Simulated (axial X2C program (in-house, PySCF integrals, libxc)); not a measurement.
# Potential curves of GeO⁻, scalar-relativistic

Computed with an in-house relativistic program for diatomic molecules. Spin-free means the one-electron spin-free X2C Hamiltonian. Basis: Ge dyall-acv3z [10s10p8d5f1g], O dyall-av3z [7s6p3d2f] (cores contracted in-house); Gaussian nuclei, density fitting, unrestricted open shells. Masses: Ge 73.921 u, O 15.995 u.

State: M_S = 1/2, Λ = 1 (beyond evenly filled blocks: π+α). Energies in kJ/mol from the fragments at the same level (Ge + O-). Fits are polynomials in 1 − R0/R over 0.85 to 1.23 times the lowest point R0.

```json
{"R (Å)": "1.4546", "TPSS": "-406.89", "PBE0": "-407.12"}
{"R (Å)": "1.5215", "TPSS": "-483.84", "PBE0": "-479.85"}
{"R (Å)": "1.5717", "TPSS": "-517.54", "PBE0": "-510.34"}
{"R (Å)": "1.6218", "TPSS": "-536.02", "PBE0": "-525.56"}
{"R (Å)": "1.6720", "TPSS": "-543.02", "PBE0": "-529.23"}
{"R (Å)": "1.7305", "TPSS": "-540.36", "PBE0": "-522.62"}
{"R (Å)": "1.7890", "TPSS": "-529.25", "PBE0": "-507.54"}
{"R (Å)": "1.8643", "TPSS": "-506.48", "PBE0": "-479.69"}
{"R (Å)": "1.9562", "TPSS": "-470.76", "PBE0": "-437.98"}
{"R (Å)": "2.0900", "TPSS": "-411.77", "PBE0": "-371.63"}
```

The state is one determinant whose occupation by symmetry is held fixed; it was picked as the lowest of a PBE0 search that is not exhaustive. De is counted from the lowest determinant-based energies of the atoms at the same level, without counterpoise correction. The highest occupied level is positive at some bond lengths even in Hartree–Fock (under at least one Hamiltonian), so the basis set holds the extra electron there; where that holds at Re the anion is at best weakly bound and its constants depend on the basis. Without a current term, density functionals place determinants with orbital angular momentum somewhat too high. Spin-free De lacks the spin–orbit lowering of the heavy p-block atom, a tenth of an eV or more for 4p and 5p, up to an eV for 6p and one to two eV for 7p atoms, less what an open-shell molecule gains itself.

Problem. What are Re, ωe and De at the TPSS level?

Solution. At TPSS, spin-free: Re = 1.686 Å, ωe ≈ 825 cm⁻¹, De = 5.63 eV to Ge + O-; Be follows as 0.451 cm⁻¹.

Problem. Fit the PBE0 curve near its minimum: give the equilibrium distance, the harmonic wavenumber and the well depth.

Solution. At PBE0, spin-free: Re = 1.666 Å, ωe ≈ 876 cm⁻¹, De = 5.49 eV to Ge + O-; Be follows as 0.462 cm⁻¹.
